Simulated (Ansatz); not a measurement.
Spectroscopic constants of LaF, closed-shell singlet (the spin of the measured ground state). No spin–orbit coupling.

```tsv
level	bond energy D_e (kcal/mol)
B97M-V/def2-TZVPP	149.01
wB97M-V/def2-TZVPP	154.16
CCSD/def2-TZVPP	146.25
CCSD/def2-QZVPP	149.69
CCSD(T)/def2-TZVPP	149.99
CCSD(T)/def2-QZVPP	153.69
CCSD(T)/CBS(def2-TZVPP, def2-QZVPP)	155.26
```

The rows run from 146.25 (CCSD/def2-TZVPP) to 155.26 kcal/mol (CCSD(T)/CBS(def2-TZVPP, def2-QZVPP)). From def2-TZVPP to def2-QZVPP CCSD(T) changes by 3.71.

D_e counts from the fitted minimum to each atom's lowest state at the same level, without counterpoise. The lowest state of La differs between levels (2S+1 = 2, 4). The singlet is restricted.

Correlated levels freeze the inner cores; with def2 sets outer-core shells near the valence are correlated too. CBS(a, b) extrapolates the correlation energy as X⁻³ and adds the Hartree–Fock energy of set b.

Doubts at one or more of the structures used: a restricted determinant that unrestricted orbitals would lower (CCSD/def2-TZVPP, CCSD/def2-QZVPP, CCSD(T)/def2-TZVPP, CCSD(T)/def2-QZVPP, CCSD(T)/CBS(def2-TZVPP, def2-QZVPP)).

Programs: Ansatz (Gaussian basis) for Hartree–Fock, density functionals and correlated methods. Values without a source in brackets are computed. In def2 rows elements past Kr take small-core potentials, without spin–orbit coupling.

Ansatz is a program for electronic structure.
